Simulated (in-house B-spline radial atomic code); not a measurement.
**LDA exchange-only excitations of the scandium ion Sc³⁺**

Method: LDA exchange-only. Computed with a B-spline radial code for spherical atoms: linear response of the closed shell [Ne] 3s2 3p6 with the functional's adiabatic kernel; scalar-relativistic (spin-free one-electron X2C), finite nucleus, no spin-orbit coupling, no double excitations, S, P, D and F terms only. Only terms of natural parity with L up to 3 were computed.

Command:
```bash
python run_td.py task.json out
```
Settings (radii: box in bohr, nucleus in fm):
```
Z                        21
electrons                18
configuration            [Ne] 3s2 3p6
hamiltonian              x2c
method                   lda,
box_radius               23.08
rms_radius               3.5459
intervals                73
```

Run time, properties included: 0.7 s on 1 thread of Arm Neoverse N1, with other jobs on the host.

The lowest states, in the order of their Tamm-Dancoff energies; the method's threshold (minus the highest occupied level) is 62.87 eV. Labels give the largest channel, * marks a mixed state, and oscillator strengths are full-response dipole values. Semilocal kernels can invert the small singlet-triplet splittings of Rydberg terms. Energies in eV:

```json
{"state": "3p → 3d 3P", "full response": "?", "Tamm-Dancoff": "?", "oscillator strength": "-"}
{"state": "3p → 3d 3F", "full response": "30.19", "Tamm-Dancoff": "30.28", "oscillator strength": "-"}
{"state": "3p → 3d 1F", "full response": "32.90", "Tamm-Dancoff": "32.93", "oscillator strength": "-"}
{"state": "3p → 4s 3P", "full response": "38.52", "Tamm-Dancoff": "38.54", "oscillator strength": "-"}
{"state": "3p → 4s 1P", "full response": "39.11", "Tamm-Dancoff": "39.13", "oscillator strength": "0.85"}
{"state": "3p → 4p 3S", "full response": "43.00", "Tamm-Dancoff": "43.03", "oscillator strength": "-"}
{"state": "3p → 3d 1P", "full response": "?", "Tamm-Dancoff": "?", "oscillator strength": "?"}
{"state": "3p → 4p 3D", "full response": "43.64", "Tamm-Dancoff": "43.65", "oscillator strength": "-"}
{"state": "3p → 4p 1D", "full response": "44.04", "Tamm-Dancoff": "44.04", "oscillator strength": "-"}
{"state": "3p → 4p 1S", "full response": "45.88", "Tamm-Dancoff": "46.06", "oscillator strength": "-"}
```

(1) Where does 3p → 3d 3P lie?

(2) Where does 3p → 3d 1P lie?

(3) How large is the singlet-triplet splitting of 3p → 3d (F terms) in Tamm-Dancoff?

(4) What polarisabilities and dispersion coefficient does the method give?

Results:

(1) At 29.297 eV in full response, 29.422 eV in Tamm-Dancoff.

(2) At 41.53 eV in full response, 43.10 eV in Tamm-Dancoff, oscillator strength 3.63.

(3) 2.65 eV, from the unrounded values.

(4) Dipole 2.191 bohr³, quadrupole 3.743 bohr⁵, C6 5.841 hartree·bohr⁶ for two such species.
